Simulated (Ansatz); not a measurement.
`[NH2][GeH]([OH])[F]` + HCl → `[NH2][GeH]([F])[Cl]` + H₂O  (ligand exchange at a Ge–O bond)

Calculated with Ansatz (gas phase, PBE0-D4/def2-TZVP geometries, no zero-point term in ΔE). CCSD(T)/CBS is the MP2 limit (def2-TZVPP, def2-QZVPP) plus CCSD(T) − MP2 in def2-TZVPP, frozen cores. This one scheme is used for every species. Functionals use def2-TZVPP. For Ge outer-core shells are correlated without core-valence functions, which leaves a few kJ/mol of doubt a bond. Scalar relativity is left out up to krypton. Each species was taken in one conformer, which may not be the lowest.

```json
{"level": "LDA (SPW92)", "ΔE (kJ/mol)": "-31.5"}
{"level": "PBE-D4", "ΔE (kJ/mol)": "-37.3"}
{"level": "MP2/def2-SVP", "ΔE (kJ/mol)": "-24.3"}
{"level": "HF/def2-TZVPP", "ΔE (kJ/mol)": "-31.6"}
```

Problem. What does CCSD(T)/CBS give? (An estimate is asked.)

Solution. Computed: -33.7 kJ/mol. The listed levels differ from it by 2.2, -3.6, 9.4, 2.1 kJ/mol.

Largest T1 diagnostic among the species: 0.012.

Leaving LDA and LC-ωPBE aside and taking each functional with its dispersion term where it has one, the values, not all of them listed here, spread over 9.1 kJ/mol, from HSE06-D4 to CAM-B3LYP-D4. LDA lies +4.4 kJ/mol from PBE without D4. At CCSD(T), def2-SVP lies +9.8 kJ/mol from the extrapolated value and def2-TZVPP +4.5 kJ/mol.
